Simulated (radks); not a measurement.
All-electron atom: Pb II in [Hg] 6p1. Method: scalar-relativistic Kohn-Sham, PBEsol, spin-polarised, spherical densities, finite nucleus; open shells are filled with parallel spins first (spin-orbit coupling, left out, can overturn this in heavy ions); Fermi nuclear charge, rms radius 5.5012 fm; hard spherical wall at 2 bohr; computed with a radial shooting solver on a logarithmic mesh with Libxc functionals.

Normalised radial functions P(r) = r R(r), r in bohr:

| r | 6s up | 5f down |
|---|---|---|
| 0.001944 | 0.1163 | 0.0000 |
| 0.002877 | 0.1446 | 0.0000 |
| 0.004225 | 0.1699 | 0.0000 |
| 0.006202 | 0.1834 | 0.0000 |
| 0.009106 | 0.1689 | 0.0001 |
| 0.01337 | 0.1058 | 0.0002 |
| 0.01963 | -0.0192 | 0.0009 |
| 0.02882 | -0.1817 | 0.0033 |
| 0.04264 | -0.2815 | 0.0119 |
| 0.06261 | -0.1564 | 0.0380 |
| 0.09192 | 0.2008 | 0.1057 |
| 0.1349 | 0.3939 | 0.2445 |
| 0.1981 | -0.0405 | 0.4409 |
| 0.2909 | -0.5607 | 0.5630 |
| 0.4271 | -0.0397 | 0.3991 |
| 0.632 | 0.8243 | -0.1360 |
| 0.9279 | 0.1594 | -0.8112 |
| 1.362 | -1.1624 | -1.1134 |
| 2 | 0.0000 | 0.0000 |

6s up: eigenvalue 74.921 eV, 5 radial nodes at r = 0.0187, 0.0753, 0.194, 0.433, 0.967 bohr, <r> = 1.26 bohr, 90 % of the charge inside 1.69 bohr. 5f down (empty): eigenvalue 95.114 eV, 1 radial node at r = 0.582 bohr, <r> = 1.21 bohr, 90 % of the charge inside 1.62 bohr.
